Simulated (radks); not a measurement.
The numbers below are computed, except where a source is named.
Problem. The sulfur anion S-, [Ne] 3s2 3p5, held by a Watson sphere: a shell of charge +1.01 at radius R that stands for the Madelung well of a crystal (potential energy -1.01/R inside, -1.01/r outside, in hartree with lengths in bohr). Code: a radial shooting solver on a logarithmic mesh with Libxc functionals. Model: non-relativistic Kohn-Sham, PBEsol, spin-polarised, spherical densities, point nucleus; open shells are filled with parallel spins first. Response by self-consistent Sternheimer equations with the Hartree and adiabatic LDA kernel. The sphere does not respond.

| R (bohr) | e(3s down) (eV) | e(3p up) (eV) | e(3p down) (eV) | <r> 3p (bohr) | sum of <r^2> (bohr^2) | X-ray form factor at sin(theta)/lambda = 0.3 1/angstrom | alpha (bohr^3) |
|---|---|---|---|---|---|---|---|
| 2.09 | -17.206 | -8.070 | -7.320 | 2.096 | 34.77 | 9.011 | 22.83 |
| 2.26 | -16.915 | -7.860 | -7.121 | 2.123 | 35.53 | 9.000 | 24.19 |
| 2.32 | -16.814 | -7.783 | -7.047 | 2.132 | 35.80 | 8.998 | 24.69 |
| 2.75 | -16.123 | -7.213 | -6.498 | 2.191 | 37.56 | 8.991 | 28.62 |
| 3.18 | -15.497 | -6.646 | -5.945 | 2.241 | 39.05 | 8.994 | 32.95 |

Estimate the row for R = 2.92 bohr.

Solution. e(3s down) (eV) -15.867; e(3p up) (eV) -6.987; e(3p down) (eV) -6.278; <r> 3p (bohr) 2.212; sum of <r^2> (bohr^2) 38.18; X-ray form factor at sin(theta)/lambda = 0.3 1/angstrom 8.991; alpha (bohr^3) 30.30.
